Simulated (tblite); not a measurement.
A tight-binding relaxation on `CCP1CC[C@H](C)[C@@H]1C`.

Computed with GFN2-xTB geometry optimisation, gas phase (tblite 0.8.0). Start geometry: from a force field or distance geometry. The command runs a driver script over a list of jobs; the input below is this job's line of settings and its coordinates in Å.

Command:
```bash
OMP_NUM_THREADS=1 python probes_run.py task.json out
```

Input:
```
{"job": {"kind": "relax", "xc": "GFN2-xTB", "basis": "xTB"}, "charge": 0, "multiplicity": 1}
C      3.073700    -0.414000     0.071300
C      2.278200     0.871900     0.120700
P      0.530900     0.692200     0.580800
C     -0.449400     1.788100    -0.607700
C     -1.227400     0.746500    -1.368700
C     -1.585500    -0.378700    -0.415700
C     -2.391300     0.256300     0.682900
C     -0.240700    -0.920900     0.092900
C     -0.390500    -1.889800     1.225100
H      4.084500    -0.168100     0.461300
H      3.234600    -0.766200    -0.977100
H      2.679600    -1.214300     0.730000
H      2.751600     1.552600     0.890200
H      2.354400     1.397100    -0.842700
H      0.260300     2.260200    -1.321200
H     -1.078300     2.514900    -0.061000
H     -0.588900     0.321300    -2.169600
H     -2.165900     1.186300    -1.767900
H     -2.161100    -1.171300    -0.897600
H     -3.332800     0.626300     0.226900
H     -2.700700    -0.435300     1.485300
H     -1.879800     1.113100     1.172800
H      0.240700    -1.384600    -0.768000
H     -1.463700    -2.070100     1.518100
H      0.187100    -1.613800     2.129800
H     -0.040600    -2.877000     0.852300
```

Output:
```
step      E/eV     max force
  0    -769.70476    2.948
  1    -770.03205    1.827
  2    -770.18582    0.654
  3    -770.25574    0.548
  4    -770.30055    0.611
  5    -770.32734    0.530
  6    -770.35313    0.385
  7    -770.37602    0.369
  8    -770.39796    0.437
  9    -770.41407    0.431
... (111 lines left out)
121    -770.87423    0.022
122    -770.87429    0.015
123    -770.87434    0.017
124    -770.87439    0.013
125    -770.87444    0.011
126    -770.87447    0.010
127    -770.87449    0.011
128    -770.87451    0.014
129    -770.87454    0.012
130    -770.87455    0.007
```

«max force» is the largest atomic force in eV/Å.

Q: From which step on does the largest force stay under 0.1 eV/Å, and how much energy is left to gain from there?

A: From step 94 (0.087 eV/Å), 13.5 meV above the end.

In short: energy lowered by 27.0 kcal/mol over 130 steps; largest atomic force 0.007 eV/Å at the end.

Hardware: one thread of an Arm Neoverse V1, no GPU, on a shared host. Cost: 1.3 s.
Labels such as C1 count atoms from 1, the log's own numbers from 0.
